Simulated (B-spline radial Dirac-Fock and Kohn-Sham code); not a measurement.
## Photoionisation of silicon ions at Ag Kα (22162.9 eV)

These are calculated numbers from a radial B-spline solver; the model is independent-particle photoionisation in a Dirac-Hartree-Slater potential with a Latter tail, all multipoles, thresholds from Dirac-Fock ΔSCF. Cross sections in kb; a dash marks an empty subshell or a threshold above the photon energy.

| ion | configuration | total | 1s | 2s | 2p3/2 | 3p1/2 | 3p3/2 |
| --- | --- | --- | --- | --- | --- | --- | --- |
| Si | [Ne] 3s2 3p2 | 0.1396 | 0.129 | 0.00885 | 0.000373 | 3.99e-06 | 7.50e-06 |
| Si⁴⁺ | [He] 2s2 2p6 | 0.1390 | 0.129 | 0.00897 | 0.000381 | – | – |
| Si⁵⁺ | [He] 2s2 2p5 | 0.1396 | 0.130 | 0.00953 | 0.000347 | – | – |
| Si⁸⁺ | [He] 2s2 2p2 | 0.1418 | 0.130 | 0.0114 | 0.000180 | – | – |
| Si¹⁰⁺ | [He] 2s2 | 0.1435 | 0.131 | 0.0126 | – | – | – |
| Si¹²⁺ | 1s2 | 0.1336 | 0.134 | – | – | – | – |
